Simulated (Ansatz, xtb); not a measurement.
Diatomic SbS, multiplicity 2 (lowest of 2S+1 = 2, 4 at CCSD(T)/def2-TZVPP on PBE0 minima; our sources give no spin for the ground state, which may be another). No spin–orbit coupling. The T1 diagnostic near the minimum is 0.060, so single-reference values are doubtful.

The constants come from a fifth-degree fit in 1/R (seven points, main isotopes). In def2 and cc sets the state is the lowest found near the PBE0 minimum, followed along R.

Codes used: Ansatz (Gaussian basis) for Hartree–Fock, density functionals and correlated methods; xtb for the GFN methods. Each number belongs to the level named beside it. In def2 rows elements past Kr take small-core potentials, without spin–orbit coupling. The GFN methods have no spin term and hold the electronic entropy of 300 K.

| level | r_e (Å) | ω_e (cm⁻¹) | B_e (cm⁻¹) | α_e (cm⁻¹) | dipole (D) |
|---|---|---|---|---|---|
| GFN1-xTB | 2.232 | 552 | 0.134 | 0.00051 | - |
| GFN2-xTB | 2.258 | 467 | 0.131 | 0.00064 | - |
| SVWN5/def2-TZVPP | 2.210 | 493 | 0.136 | 0.00050 | 2.06 |
| PBE/def2-TZVPP | 2.234 | 477 | 0.134 | 0.00050 | 2.22 |
| B97M-V/def2-TZVPP | 2.213 | 500 | 0.136 | 0.00049 | 2.50 |
| B3LYP/def2-TZVPP | 2.225 | 489 | 0.135 | 0.00049 | 2.39 |

Ansatz is a first-principles code.
